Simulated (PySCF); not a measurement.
B(GeH3)3, SMILES [GeH3][B]([GeH3])[GeH3], CAM-B3LYP/def2-SVP optimised geometry.

```
13

B      0.28     0.30     0.00
Ge    -1.54     0.69    -0.89
H     -1.82    -0.18    -2.12
H     -2.61     0.37     0.17
H     -1.71     2.17    -1.28
Ge     1.30     1.82     0.96
H      2.18     2.49    -0.11
H      0.37     2.90     1.53
H      2.23     1.33     2.08
Ge     1.07    -1.60     0.00
H      0.62    -2.27     1.32
H      0.59    -2.49    -1.16
H      2.61    -1.60     0.00
```

Density from CAM-B3LYP/def2-TZVP (PySCF) at that geometry.

Minimum of the electron density along straight lines between bonded atoms, close to the bond critical point (lines longer than 1.1 times the sum of covalent radii, or with two minima, are not listed):

```json
[
 {"bond": "B1–Ge2", "length / Å": "2.061", "ρ at the minimum / e bohr⁻³": "0.114", "∇²ρ there / e bohr⁻⁵": "-0.12", "position (fraction from the first atom)": "0.50"},
 {"bond": "Ge2–H3", "length / Å": "1.538", "ρ at the minimum / e bohr⁻³": "0.132", "∇²ρ there / e bohr⁻⁵": "0.06", "position (fraction from the first atom)": "0.59"},
 {"bond": "Ge2–H4", "length / Å": "1.543", "ρ at the minimum / e bohr⁻³": "0.130", "∇²ρ there / e bohr⁻⁵": "0.06", "position (fraction from the first atom)": "0.59"},
 {"bond": "Ge2–H5", "length / Å": "1.539", "ρ at the minimum / e bohr⁻³": "0.132", "∇²ρ there / e bohr⁻⁵": "0.06", "position (fraction from the first atom)": "0.59"},
 {"bond": "B1–Ge6", "length / Å": "2.061", "ρ at the minimum / e bohr⁻³": "0.114", "∇²ρ there / e bohr⁻⁵": "-0.12", "position (fraction from the first atom)": "0.50"},
 {"bond": "Ge6–H7", "length / Å": "1.543", "ρ at the minimum / e bohr⁻³": "0.130", "∇²ρ there / e bohr⁻⁵": "0.06", "position (fraction from the first atom)": "0.59"},
 {"bond": "Ge6–H8", "length / Å": "1.538", "ρ at the minimum / e bohr⁻³": "0.132", "∇²ρ there / e bohr⁻⁵": "0.06", "position (fraction from the first atom)": "0.59"},
 {"bond": "Ge6–H9", "length / Å": "1.538", "ρ at the minimum / e bohr⁻³": "0.132", "∇²ρ there / e bohr⁻⁵": "0.06", "position (fraction from the first atom)": "0.59"},
 {"bond": "B1–Ge10", "length / Å": "2.062", "ρ at the minimum / e bohr⁻³": "0.114", "∇²ρ there / e bohr⁻⁵": "-0.12", "position (fraction from the first atom)": "0.50"},
 {"bond": "Ge10–H11", "length / Å": "1.543", "ρ at the minimum / e bohr⁻³": "0.130", "∇²ρ there / e bohr⁻⁵": "0.06", "position (fraction from the first atom)": "0.59"},
 {"bond": "Ge10–H12", "length / Å": "1.538", "ρ at the minimum / e bohr⁻³": "0.132", "∇²ρ there / e bohr⁻⁵": "0.06", "position (fraction from the first atom)": "0.59"},
 {"bond": "Ge10–H13", "length / Å": "1.539", "ρ at the minimum / e bohr⁻³": "0.132", "∇²ρ there / e bohr⁻⁵": "0.06", "position (fraction from the first atom)": "0.59"}
]
```
